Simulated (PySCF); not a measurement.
[Lu(H2O)4]3+: from a saddle point downhill

PySCF 2.14.0, RKS PBE0, Lu lcecp-1-SVP with ECP60, O def2-SVP, H def2-SVP; non-relativistic Hamiltonian with scalar-relativistic core potentials where named; density fitting; no spin-orbit coupling. Relaxed within the symmetry of its start, the geometry (D2d) is

```xyz
13

Lu    0.0000    0.0000    0.0000
O     1.2688    1.2839    1.2839
H     1.6387    1.0822    2.1741
H     1.6387    2.1741    1.0822
O    -1.2688   -1.2839    1.2839
H    -1.6387   -1.0822    2.1741
H    -1.6387   -2.1741    1.0822
O     1.2688   -1.2839   -1.2839
H     1.6387   -2.1741   -1.0822
H     1.6387   -1.0822   -2.1741
O    -1.2688    1.2839   -1.2839
H    -1.6387    2.1741   -1.0822
H    -1.6387    1.0822   -2.1741
```

and its lowest harmonic modes are -148, -32, -32, 14, 57, 64 cm⁻¹ (negative: unstable). It was moved along the lowest mode and relaxed again, within the group S4 that the move left.

Problem. Where does it end, and how much lower?

Solution. In S4, 0.049 eV lower, after 15 steps:
```xyz
13

Lu    0.0000    0.0000    0.0000
O     1.3126    1.2263    1.2937
H     1.2352    1.3894    2.2622
H     2.1194    1.7311    1.0400
O    -1.3127   -1.2937    1.2262
H    -2.1193   -1.0400    1.7312
H    -1.2352   -2.2622    1.3895
O     1.3126   -1.2263   -1.2937
H     2.1194   -1.7311   -1.0400
H     1.2352   -1.3894   -2.2622
O    -1.3127    1.2937   -1.2262
H    -1.2352    2.2622   -1.3895
H    -2.1193    1.0400   -1.7312
```

Problem. How do the contacts change?

Solution. 
```
      contact  saddle (Å)  end (Å)
 Lu1–O2 (H2O)       2.215    2.214
 Lu1–O5 (H2O)       2.215    2.214
 Lu1–O8 (H2O)       2.215    2.214
Lu1–O11 (H2O)       2.215    2.214
```


No frequency check is given for the end, and other unstable modes may remain.

An lcecp potential fixes the number of 4f electrons, so in runs with it no electron can move into or out of that shell.

State: singlet in the valence, with the 4f electrons in the core potential.
